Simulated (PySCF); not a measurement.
Ga(Br)2(NH2) (Br2GaH2N), SMILES [NH2][Ga]([Br])[Br]. Atoms are numbered in the order given.

```xyz
6

Ga     0.0000     0.0000    -0.5661
Br     0.0000     1.9702     0.5697
Br     0.0000    -1.9702     0.5697
N      0.0000     0.0000    -2.3571
H      0.0000    -0.8470    -2.9142
H      0.0000     0.8470    -2.9142
```
Charge 0, spin multiplicity 1.

Geometry: r2SCAN-D4/def2-SVP. The structure was generated by enumeration; whether it is a known compound was not checked. Other conformers were not sampled.

The numbers are results of PySCF with B3LYP/def2-TZVP, not measurements.

Symmetry labels are those of the subgroup C2v that the program uses (full group C2v).

Computed valence orbital energies around the gap with their symmetry:
```csv
orbital,symmetry,energy (eV)
HOMO−7,A1,-13.14
HOMO−6,A1,-10.55
HOMO−5,B2,-9.70
HOMO−4,B1,-8.92
HOMO−3,A1,-8.46
HOMO−2,A2,-8.35
HOMO−1,B2,-8.18
HOMO,B1,-7.71
LUMO,A1,-1.61
LUMO+1,B1,-0.92
LUMO+2,A1,0.62
LUMO+3,B2,1.48
```
